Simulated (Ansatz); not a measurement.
Molecule: sum formula BNH$_{5}$, charge 0, multiplicity 2. It need not be the lowest isomer of its formula. 
Geometry from a B3LYP-D3(BJ)/def2-TZVP (Ansatz, a first-principles code) optimisation:
```
B
N 1 1.4529
H 2 1.0091 1 123.80
H 2 1.0095 3 113.27 1 -180.00
H 1 1.1952 2 115.55 3 0.00
H 1 1.2537 5 115.75 2 130.23
H 1 1.2537 5 115.75 6 99.53
```
Charge 0, spin multiplicity 2.

Problem. Give the harmonic wavenumbers at B3LYP-D3(BJ)/def2-TZVP (Ansatz, finite differences of forces, unscaled).

Solution. 265, 536, 698, 710, 732, 990, 1023, 1079, 1209, 1620, 2037, 2177, 2589, 3550, 3645 cm⁻¹. Zero-point energy 32.7 kcal/mol.

Problem. From these and the geometry, give the ideal-gas thermochemistry at 298.15 K and 1 atm (rigid rotor, harmonic oscillator).

Solution. Point group Cs, rotational symmetry number 1. Rotational constants 93.85, 22.89, 20.65 GHz. S(trans) 36.11, S(rot) 19.52, S(vib) 3.37, S(elec, spin only) 1.38, S 60.4 cal/(mol K). H(298) - H(0) 3.06 kcal/mol; G - E(el) 17.7 kcal/mol.
